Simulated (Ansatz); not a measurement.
Reaction (ligand exchange at the Si–Se bond): `Cl[Si](Cl)(Cl)[SeH]` + silanol → `[SiH3]O[Si](Cl)(Cl)Cl` + H₂Se

Program: Ansatz. Geometries: PBE0-D4/def2-TZVP. ΔE: electronic, gas phase. CBS: MP2 limit from def2 TZ/QZ plus the TZ coupled-cluster correction, frozen cores. DFT in def2-TZVPP. For Se outer-core shells are correlated without core-valence functions, which leaves a few kJ/mol of doubt a bond. Scalar relativity is left out up to krypton. Each species was taken in one conformer, which may not be the lowest.

```csv
level,ΔE (kJ/mol)
ωB97X-V,-71.7
ωB97M-V,-70.5
HF/def2-TZVPP,-94.5
SCS-MP2/def2-QZVPP,-71.1
```

(1) What does CCSD(T)/CBS give? (Best estimate.)

Largest T1 diagnostic among the species: 0.011.

Answers

(1) Computed: -68.0 kJ/mol. The listed levels differ from it by -3.7, -2.5, -26.5, -3.1 kJ/mol.

In def2-TZVPP, CCSD(T) changes the Hartree–Fock value by +20.1 kJ/mol (the triples alone add +4.0 kJ/mol) and MP2 by +27.6 kJ/mol. From PBE to PBE0 (25 % exact exchange), in def2-TZVPP and without D4, ΔE moves by −7.3 kJ/mol.
